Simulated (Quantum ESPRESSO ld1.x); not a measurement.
Problem. Zr+, 39 electrons, occupied as [Kr] 4d1 5s2 (not the ground configuration). Method: Dirac Kohn-Sham, LDA (Slater exchange, VWN5 correlation), spin-unpolarised, spherical densities, point nucleus; open shells fill j = l - 1/2 first; computed with ld1.x of Quantum ESPRESSO 7.5. Some entries of the table are withheld. Estimate them.

orbital  occ.  eigenvalue (eV)  r(max) (bohr)  <r> (bohr)
1s1/2       2         -17801.2          0.024     0.03711
2s1/2       2              (1)          0.137      0.1625
2p1/2       2         -2268.60          0.107      0.1388
2p3/2       4         -2182.90          0.111      0.1431
3s1/2       2         -413.542          0.408         (2)
3p1/2       2         -336.503          0.395      0.4555
3p3/2       4         -322.834          0.405      0.4661
3d3/2       4         -186.474          0.345      0.4507
3d5/2       6         -183.974          0.347      0.4542
4s1/2       2              (3)            (4)       1.206
4p1/2       2              (5)           1.15       1.334
4p3/2       4              (6)           1.18       1.364
4d3/2       1         -12.3427           1.54       2.009
4d5/2       0         -12.1826           1.55       2.026
5s1/2       2         -11.2379           2.90         (7)

Solution. 
(1) 2s1/2 eigenvalue (eV): -2475.48
(2) 3s1/2 <r> (bohr): 0.4592
(3) 4s1/2 eigenvalue (eV): -64.2895
(4) 4s1/2 r(max) (bohr): 1.07
(5) 4p1/2 eigenvalue (eV): -43.3567
(6) 4p3/2 eigenvalue (eV): -41.5128
(7) 5s1/2 <r> (bohr): 3.273
